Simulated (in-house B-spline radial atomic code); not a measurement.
A run on an ion of nuclear charge 66 with 66.5 electrons that did not converge. Method: scalar-relativistic (X2C) PBEsol, spin-polarised, spherical fractional occupations, Fermi nucleus of rms radius 5.2218 fm; computed with a B-spline radial code for spherical atoms.

Command:
```bash
python run_scf.py task.json out
```
Settings (nuclear radius in fm, mass in u):
```
Z                66
configuration    [Xe] 4f10.5 6s2
hamiltonian      x2c
method           pbesol
spin_polarised   True
nucleus          fermi
rms_radius       5.2218
atomic_mass      163.92918
speed_of_light   137.035999084
```

First and last ten iterations of the last attempt (damped for 15 steps, keeping 80 % of the old Fock matrix, then DIIS):
```
 iter        energy (Eh)    residual
    1      -12098.182074    7.77e-01
    2      -12099.123937    1.46e+00
    3      -12125.604445    9.24e-01
    4      -12139.913565    5.54e-01
    5      -12147.003460    3.49e-01
    6      -12150.184682    2.20e-01
    7      -12151.483534    1.39e-01
    8      -12151.992977    8.34e-02
    9      -12152.209404    6.16e-02
   10      -12152.317254    4.38e-02
  111      -12098.385069    6.18e-01
  112      -12098.383975    6.18e-01
  113      -12098.383481    6.18e-01
  114      -12098.427241    6.18e-01
  115      -12098.290673    6.19e-01
  116      -12152.394376    2.81e-02
  117      -12152.386031    2.99e-02
  118      -12098.290424    6.18e-01
  119      -12098.289985    6.18e-01
  120      -12098.257529    6.19e-01
 not converged after 120 iterations
```

The smallest residual met was 1.8e-02; the threshold is about 7e-07. No energy from this run should be used. The likely cause: this method binds the added charge weakly or not at all at the basis-set limit, so charge moves back and forth between the atom and the box. Cost of the run: 2.9 s on 1 thread of Arm Neoverse V1 (shared host).
